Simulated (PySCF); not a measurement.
Isomers of C5H13NO2Si.

All values: PBE0/pcSseg-1 (PySCF) at GFN2-xTB geometries, gas phase, one conformer each.

Question: Rank by dipole moment, highest first.
A. `[CH3:1][CH2:2][O:3][Si@@H:4]([OH:5])[C@@H:6]1[CH2:7][CH2:8][NH:9]1` with C1–C2–O3–Si4 -174°, C2–O3–Si4–O5 54°, O3–Si4–O5–H 154°, O3–Si4–C6–C7 -64°, Si4–C6–C7–C8 -123°, C6–C7–C8–N9 13°, C7–C8–N9–C6 -13°, Si4–C6–N9–C8 133°
B. `[CH3:1][CH2:2][O:3][SiH2:4][N:5]([CH3:6])[C:7]([CH3:8])=[O:9]` with C1–C2–O3–Si4 -63°, C2–O3–Si4–N5 -174°, O3–Si4–N5–C6 0°, Si4–N5–C7–C8 180°
C. `[CH3:1][O:2][CH2:3][SiH2:4][N:5]([CH3:6])[C:7]([CH3:8])=[O:9]` with C1–O2–C3–Si4 -66°, O2–C3–Si4–N5 -161°, C3–Si4–N5–C6 -3°, Si4–N5–C7–C8 -179°
D. `[CH3:1][NH:2][C:3](=[O:4])[CH2:5][CH2:6][CH2:7][SiH2:8][OH:9]` with C1–N2–C3–O4 0°, N2–C3–C5–C6 -126°, C3–C5–C6–C7 62°, C5–C6–C7–Si8 -107°, C6–C7–Si8–O9 62°

Answer: D (5.16 D), C (3.87 D), B (3.07 D), A (1.47 D).

Question: Rank by LUMO energy, highest first.
A. `[CH3:1][NH:2][C:3](=[O:4])[CH2:5][CH2:6][CH2:7][SiH2:8][OH:9]` with C1–N2–C3–O4 0°, N2–C3–C5–C6 -126°, C3–C5–C6–C7 62°, C5–C6–C7–Si8 -107°, C6–C7–Si8–O9 62°
B. `[CH3:1][O:2][CH2:3][SiH2:4][N:5]([CH3:6])[C:7]([CH3:8])=[O:9]` with C1–O2–C3–Si4 -66°, O2–C3–Si4–N5 -161°, C3–Si4–N5–C6 -3°, Si4–N5–C7–C8 -179°
C. `[CH3:1][CH2:2][O:3][SiH2:4][N:5]([CH3:6])[C:7]([CH3:8])=[O:9]` with C1–C2–O3–Si4 -63°, C2–O3–Si4–N5 -174°, O3–Si4–N5–C6 0°, Si4–N5–C7–C8 180°
D. `[CH3:1][CH2:2][O:3][Si@@H:4]([OH:5])[C@@H:6]1[CH2:7][CH2:8][NH:9]1` with C1–C2–O3–Si4 -174°, C2–O3–Si4–O5 54°, O3–Si4–O5–H 154°, O3–Si4–C6–C7 -64°, Si4–C6–C7–C8 -123°, C6–C7–C8–N9 13°, C7–C8–N9–C6 -13°, Si4–C6–N9–C8 133°

Answer: D (1.12 eV), C (0.64 eV), B (0.43 eV), A (0.26 eV).

All values together:

```
                  SMILES  μ (D)  HOMO (eV)  LUMO (eV)  lowest IAO charge (e)  highest IAO charge (e)  lowest Hirshfeld charge (e)  highest Hirshfeld charge (e)
       CNC(=O)CCC[SiH2]O   5.16      -7.68       0.26             -0.811 (O)             +1.019 (Si)                   -0.327 (O)                   +0.385 (Si)
CCO[Si@@H](O)[C@@H]1CCN1   1.47      -6.38       1.12             -0.811 (O)             +1.335 (Si)                   -0.317 (O)                   +0.441 (Si)
     CCO[SiH2]N(C)C(C)=O   3.07      -7.32       0.64             -0.656 (O)             +1.098 (Si)                   -0.262 (O)                   +0.396 (Si)
     COC[SiH2]N(C)C(C)=O   3.87      -6.72       0.43             -0.500 (O)             +0.867 (Si)                   -0.252 (O)                   +0.339 (Si)
```

Conformers: `[CH3:1][NH:2][C:3](=[O:4])[CH2:5][CH2:6][CH2:7][SiH2:8][OH:9]` with C1–N2–C3–O4 0°, N2–C3–C5–C6 -126°, C3–C5–C6–C7 62°, C5–C6–C7–Si8 -107°, C6–C7–Si8–O9 62°; `[CH3:1][CH2:2][O:3][Si@@H:4]([OH:5])[C@@H:6]1[CH2:7][CH2:8][NH:9]1` with C1–C2–O3–Si4 -174°, C2–O3–Si4–O5 54°, O3–Si4–O5–H 154°, O3–Si4–C6–C7 -64°, Si4–C6–C7–C8 -123°, C6–C7–C8–N9 13°, C7–C8–N9–C6 -13°, Si4–C6–N9–C8 133°; `[CH3:1][CH2:2][O:3][SiH2:4][N:5]([CH3:6])[C:7]([CH3:8])=[O:9]` with C1–C2–O3–Si4 -63°, C2–O3–Si4–N5 -174°, O3–Si4–N5–C6 0°, Si4–N5–C7–C8 180°; `[CH3:1][O:2][CH2:3][SiH2:4][N:5]([CH3:6])[C:7]([CH3:8])=[O:9]` with C1–O2–C3–Si4 -66°, O2–C3–Si4–N5 -161°, C3–Si4–N5–C6 -3°, Si4–N5–C7–C8 -179°.
